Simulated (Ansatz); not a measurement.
Total energies of `C=CS[Si](O)(O)O`.

| atom | x (Å) | y (Å) | z (Å) |
| --- | --- | --- | --- |
| C1 | 2.7362 | 0.2976 | 0.8806 |
| C2 | 1.6074 | -0.0796 | 0.2967 |
| S3 | 0.5481 | 1.0511 | -0.5408 |
| Si4 | -1.3082 | 0.0262 | -0.4431 |
| O5 | -1.0092 | -1.5474 | -0.7464 |
| O6 | -2.2788 | 0.7810 | -1.5171 |
| O7 | -2.0754 | 0.0577 | 0.9949 |
| H8 | 3.3852 | -0.4406 | 1.3366 |
| H9 | 3.0503 | 1.3344 | 0.9161 |
| H10 | 1.3021 | -1.1193 | 0.2605 |
| H11 | -1.6029 | -2.1777 | -0.3327 |
| H12 | -1.9356 | 0.9167 | -2.4018 |
| H13 | -2.4193 | 0.8997 | 1.2966 |

Total charge 0; spin multiplicity 1. All single points use the PBE0-D4/def2-TZVP geometry. It is one conformer, not always the lowest. Basis def2-TZVPP, Ansatz 0.2.0.

| functional | energy without D4 (Eh) | D4 term (kJ/mol) |
| --- | --- | --- |
| LDA (SPW92) | -988.64738 | – |
| PBE | -992.84489 | -35.0 |
| revPBE | -993.26861 | -102.1 |
| BLYP | -993.43000 | -76.3 |
| r2SCAN | -993.30576 | -8.8 |
| B97M-V | -993.27133 | – |
| PBE0 | -992.91377 | -29.7 |
| B3LYP | -993.54907 | -56.5 |
| r2SCANh | -993.28472 | -9.4 |
| r2SCAN0 | -993.25480 | -10.3 |
| HSE06 (plane-wave form) | -992.88566 | -27.8 |
| BHLYP | -993.35189 | -43.8 |
| CAM-B3LYP | -993.41581 | -30.4 |
| LC-ωPBE | -993.11729 | – |
| ωB97X-V | -993.30379 | – |
| ωB97M-V | -993.37560 | – |
| B2PLYP | -993.05438 | – |

B3LYP takes the VWN-RPA correlation (the form of Gaussian; ORCA's B3LYP/G). HSE06 is the plane-wave form, built on full-range PBE exchange. The double hybrids freeze the cores in their second-order part.

LC-ωPBE has ω = 0.4 bohr⁻¹.
